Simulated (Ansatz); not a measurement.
CH$_{9}$B$_{2}$NSi, SMILES `BB(N)C[SiH3]`, relaxed with RKS PBE-D4/def2-SVP in the Gaussian-basis code of Ansatz from a rough embedded geometry. The force threshold is 0.03 eV/Å; the program also tests the step.

Total charge 0; spin multiplicity 1.

Start:

```xyz
14

B    -0.484    0.329   -1.801
B     0.204    0.717   -0.333
N     0.246    2.176    0.204
C     0.886   -0.511    0.484
Si   -0.338   -1.638    1.209
H    -1.030    1.267   -2.427
H    -0.524   -0.737   -2.237
H     0.667    2.704   -0.540
H    -0.748    2.466    0.239
H     1.501   -0.006    1.304
H     1.634   -0.985   -0.196
H    -1.272   -0.925    2.050
H    -1.103   -2.208    0.100
H     0.361   -2.650    1.943
```

```csv
step,energy (eV),largest force (eV/Å),largest move (Å)
1,-11886.6299,3.737,0.000
2,-11887.1375,1.578,0.194
3,-11887.2461,0.700,0.082
4,-11887.3449,0.727,0.140
5,-11887.4615,1.705,0.199
6,-11887.6894,2.147,0.198
7,-11888.0615,1.843,0.200
8,-11888.3403,2.073,0.195
9,-11888.5127,1.263,0.199
10,-11888.6138,1.387,0.194
11 (rejected),-11888.6104,1.152,0.200
12,-11888.6920,0.365,0.098
13,-11888.7105,0.134,0.100
14,-11888.7240,0.128,0.150
15,-11888.7297,0.432,0.192
16,-11888.7389,0.234,0.112
17,-11888.7483,0.141,0.200
18,-11888.7520,0.135,0.088
19,-11888.7541,0.046,0.054
20,-11888.7545,0.042,0.023
21,-11888.7548,0.037,0.020
22,-11888.7551,0.012,0.010
```

End:

```xyz
14

B    -0.700    0.233   -1.787
B     0.206    0.760   -0.454
N     0.333    2.115   -0.094
C     0.915   -0.348    0.449
Si   -0.363   -1.542    1.178
H    -1.915    0.096   -1.752
H    -0.179   -0.095   -2.843
H     0.892    2.425    0.704
H    -0.106    2.887   -0.596
H     1.531    0.091    1.267
H     1.586   -0.974   -0.179
H    -1.385   -0.812    2.011
H    -1.092   -2.237    0.054
H     0.276   -2.600    2.043
```

Run time 26 s (4 threads of an Arm Neoverse V2 on a shared host); peak host memory 0.18 GiB.
